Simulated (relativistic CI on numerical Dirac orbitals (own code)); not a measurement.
**Ni4+ in a cubic cluster: 2p photoemission with charge transfer**

Computed with a charge-transfer multiplet model of a cubic metal-ligand cluster with up to 2 ligand holes, Slater and spin-orbit integrals from Dirac-Coulomb-Breit ions, Slater integrals scaled by 0.7. The ground state mixes d6 with configurations of k ligand holes L, whose averages lie at kΔ + k(k − 1)U_dd/2; a core hole lowers each added d electron by U_cd. 300 K, Lorentzian 0.6 eV and Gaussian 0.8 eV FWHM.

Atomic integrals in eV (Slater integrals scaled, ζ unscaled), ground: F2dd 9.934, F4dd 6.234, zeta_d 0.099; with the core hole: F2dd 11.067, F4dd 6.975, zeta_d 0.136, zeta_core 11.396, F2cd 6.763, G1cd 5.299, G3cd 3.018.

Cluster parameters (eV): U_dd = 6.2, U_cd = 7.1, 10Dq = 0.4, 10Dq(ligand) = 1.5, V(eg) = 1.75, V(t2g) = -0.84, final-state hopping factor = 0.8.

```
     Case   n_d    d6   d7L  d8L2     S
Δ = -1 eV  6.68  0.38  0.56  0.06  1.93
 Δ = 0 eV  6.53  0.51  0.46  0.04  1.99
 Δ = 1 eV  6.41  0.61  0.36  0.02  1.99
```

Weights, n_d and S are thermal averages at 300 K. Binding energies count from the first peak over 30 % of the highest in each spectrum, which can be another peak from case to case. The parameters are a model scan and need not match a compound or its usual spin state. Peaks in eV (height, largest 100):
- Δ = -1 eV: 0.0 (100), 1.7 (92), 4.8 (57), 5.8 (56), 10.5 (37), 12.0 (30), 13.9 (13), 19.6 (93), 23.7 (36), 30.5 (17)
- Δ = 0 eV: 0.0 (100), 1.7 (91), 6.4 (56), 9.6 (42), 10.6 (43), 15.7 (13), 19.6 (87), 23.7 (33), 29.1 (23), 32.7 (5)
- Δ = 1 eV: 0.0 (100), 1.6 (93), 6.8 (71), 9.6 (50), 14.4 (14), 19.7 (83), 24.0 (33), 27.7 (28), 31.5 (6)

Curve for Δ = 0 eV (points under 2 left out, the grid thinned):

| E (eV) | Intensity |
| --- | --- |
| -4.0 | 2.0 |
| -3.1 | 3.1 |
| -2.3 | 5.1 |
| -1.4 | 13.8 |
| -0.6 | 63.0 |
| 0.3 | 89.1 |
| 1.2 | 86.1 |
| 2.0 | 89.4 |
| 2.9 | 67.4 |
| 3.7 | 54.5 |
| 4.6 | 52.3 |
| 5.5 | 53.0 |
| 6.3 | 55.8 |
| 7.2 | 48.0 |
| 8.0 | 38.8 |
| 8.9 | 38.3 |
| 9.7 | 41.4 |
| 10.6 | 43.3 |
| 11.5 | 28.2 |
| 12.3 | 18.4 |
| 13.2 | 13.4 |
| 14.0 | 8.4 |
| 14.9 | 10.5 |
| 15.8 | 12.8 |
| 16.6 | 10.1 |
| 17.5 | 10.8 |
| 18.3 | 29.6 |
| 19.2 | 77.0 |
| 20.1 | 70.9 |
| 20.9 | 29.2 |
| 21.8 | 19.6 |
| 22.6 | 20.7 |
| 23.5 | 31.9 |
| 24.4 | 26.9 |
| 25.2 | 21.0 |
| 26.1 | 18.5 |
| 26.9 | 14.8 |
| 27.8 | 16.6 |
| 28.6 | 22.3 |
| 29.5 | 20.5 |
| 30.4 | 14.7 |
| 31.2 | 7.2 |
| 32.1 | 4.4 |
| 32.9 | 4.8 |
| 33.8 | 2.1 |

For the case Δ = 0 eV, Δ = 0 eV is smaller than U_dd = 6.2 eV, the charge-transfer side of the Zaanen-Sawatzky-Allen scheme. With the core hole the configuration with one ligand hole lies at Δ − U_cd = -8.1, -7.1, -6.1 eV from the one without, in the order of the table; where this is negative the screened configuration lies lower.

With at most 2 ligand holes the space is cut while the next configuration still counts, so covalency is underestimated, and a final configuration with one more ligand hole, which can lie low, is missing from the spectra.
